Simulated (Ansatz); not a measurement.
Mulliken charges of CH4BClSi, SMILES `Cl[SiH]1BC1` from PBE/def2-TZVPP in Ansatz (PBE0-D4/def2-TZVP geometry).

| atom | x (Å) | y (Å) | z (Å) | charge (e) |
| --- | --- | --- | --- | --- |
| Cl1 | 1.297 | 2.154 | -1.115 | -0.193 |
| Si2 | -0.200 | 0.914 | -0.465 | 0.206 |
| B3 | -0.163 | 0.008 | 1.187 | -0.025 |
| C4 | 0.001 | -1.021 | 0.133 | -0.236 |
| H5 | -1.181 | 0.806 | -1.564 | -0.031 |
| H6 | 0.335 | 0.126 | 2.256 | 0.029 |
| H7 | 0.701 | -1.852 | 0.204 | 0.106 |
| H8 | -0.698 | -1.191 | -0.693 | 0.143 |

By hand: the dipole of these point charges (1 e Å = 4.8032 D).

Σ q r = (-0.267, -0.375, 0.095) e Å, of length 0.470 e Å = 2.26 D.

How does the dipole of the full density compare? (Best estimate.)

Computed: (-0.126, -0.196, -0.149) e Å, 1.33 D; the point charges give 1.70 times that, at 44° from its direction.

Point charges leave out the atoms' own dipoles, such as those of lone pairs, and Mulliken's split depends on the basis, so the two needn't agree.
